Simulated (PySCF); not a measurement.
(1S)-1-bromo-1-chloroethane (C2H4BrCl), SMILES C[C@@H](Cl)Br.

Geometry optimised at B3LYP-D3(BJ)/def2-SVP.

All values below come from B3LYP-D3(BJ)/def2-SVP in PySCF 2.14.0.

Frequencies are harmonic and unscaled.

| mode | ν (cm⁻¹) | IR (km/mol) | moving atoms (share of kinetic energy) |
|---|---|---|---|
| 1 | 219 | 0.4 | Cl 56 %, Br 30 %, C 12 % |
| 2 | 272 | 0.8 | H 67 %, C 22 % |
| 3 | 296 | 1.0 | H 59 %, C 25 %, Br 10 % |
| 4 | 380 | 4.8 | C 53 %, H 23 %, Cl 21 % |
| 5 | 564 | 30.6 | C 70 %, H 19 %, Br 8 % |
| 6 | 670 | 77.8 | C 63 %, Cl 22 %, H 15 % |
| 7 | 979 | 10.5 | H 66 %, C 34 % |
| 8 | 1060 | 32.1 | H 70 %, C 30 % |
| 9 | 1096 | 5.5 | C 68 %, H 32 % |
| 10 | 1208 | 48.0 | H 88 %, C 11 % |
| 11 | 1288 | 13.3 | H 79 %, C 20 % |
| 12 | 1395 | 8.3 | H 77 %, C 23 % |
| 13 | 1453 | 8.7 | H 97 % |
| 14 | 1460 | 1.8 | H 96 % |
| 15 | 3043 | 6.4 | H 97 % |
| 16 | 3132 | 5.5 | H 90 %, C 10 % |
| 17 | 3144 | 0.8 | H 91 %, C 9 % |
| 18 | 3160 | 4.7 | H 91 %, C 9 % |
